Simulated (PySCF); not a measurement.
## MGe cations for M along the alkaline earths

PBE0 with double-zeta basis sets in PySCF, for the lowest determinant that a PBE0 search found; no spin–orbit coupling. De refers to high-spin ground-configuration atoms (the charge goes to the atom of lower measured ionisation energy or higher electron affinity, which is not always the lowest computed limit). A positive dipole points towards Ge; it is taken about the centre of mass and depends on that origin.

```tsv
M	basis	charged atom	state (unpaired electrons)	Re (Å)	ωe (cm⁻¹)	De (eV)	μ (D)
Be	pcseg-1	Ge+	doublet (π ↑)	2.361	398	1.93	-5.94
Mg	def2-SVPD	Mg+	doublet (π ↑)	2.772	221	1.87	-6.71
Ca	pcseg-1	Ca+	quartet (σ ↑, π ↑↑)	2.707	251	1.63	-10.64
Sr	def2-SVP	Sr+	quartet (σ ↑, π ↑↑)	2.856	193	1.50	-9.19
```

By what factor does the harmonic wavenumber vary along the series?

At PBE0 it runs from 193 cm⁻¹ (SrGe⁺) to 398 cm⁻¹ (BeGe⁺), a factor of 2.06.

The rows differ in basis set, which adds steps of its own.

The state changes along the series, so neighbouring rows are not always alike in their bonding.

Spin–orbit coupling is left out. For an ion De counts to the pair picked by the measured ionisation energies or electron affinities, which need not be the lowest pair at this level. States were picked by a PBE0 search and need not be the measured ground states.
